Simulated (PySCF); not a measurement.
octafluoropropane (C3F8), SMILES FC(F)(F)C(F)(F)C(F)(F)F.

Geometry: PBE-D3(BJ)/def2-SVP.

Two levels are set side by side: TDA-PBE/def2-SVPD (PySCF) and TDA-PBE0/def2-SVPD (PySCF). Vertical, same geometry. The lowest singlet is HOMO→LUMO 98 % with PBE and HOMO→LUMO+1 96 % with the other functional; states are paired by order. Differences are taken from unrounded values.

```tsv
quantity	TDA-PBE0
lowest singlet excitation (eV)	9.95
lowest triplet excitation (TDA) (eV)	9.28
```

Question: What does TDA-PBE give, and how far is it from TDA-PBE0? (The exact figures need the calculation; the answer reports its results.)

Answer: 
| quantity | TDA-PBE | TDA-PBE minus TDA-PBE0 |
|---|---|---|
| lowest singlet excitation (eV) | 8.87 | -1.08 |
| lowest triplet excitation (TDA) (eV) | 8.35 | -0.92 |

A lower first singlet is the usual sign of a functional without exact exchange. Differences between two approximate levels are no errors against the true value.

Rough cost on one machine, each run with all the roots and properties that it gave: TDA-PBE0 against TDA-PBE about 2 times.
